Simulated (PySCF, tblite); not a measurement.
Bond stretch in CF, doublet.

- GFN2-xTB, 300 K electronic temperature (tblite)
- UCCSD(T) = CCSD(T) on UHF/cc-pVDZ, 2 core orbitals frozen (PySCF 2.14.0)

Energies relative to the lowest point of each curve near equilibrium, in kJ/mol; the last columns give the difference from UCCSD(T):

```csv
R / Å,GFN2-xTB,UCCSD(T),GFN2-xTB − UCCSD(T)
1.01,362.6,354.9,7.6
1.07,181.4,186.4,-4.9
1.14,64.5,72.7,-8.2
1.18,28.6,35.7,-7.1
1.22,8.5,13.3,-4.8
1.27,0.0,1.0,-1.0
1.30,1.5,0.0,1.5
1.33,6.7,2.7,4.0
1.39,25.7,16.6,9.1
1.48,67.4,51.4,16.0
1.59,128.4,105.6,22.8
1.73,209.0,180.6,28.4
```

GFN2-xTB is furthest from UCCSD(T) at 1.73 (28.4 kJ/mol, above); its mean absolute difference over the points is 9.6 kJ/mol.

The scan ran from 1.01 to 5.04 Å; beyond the distances shown one of the unrestricted levels run for this scan, shown here or not, changes its spin distribution in one step.
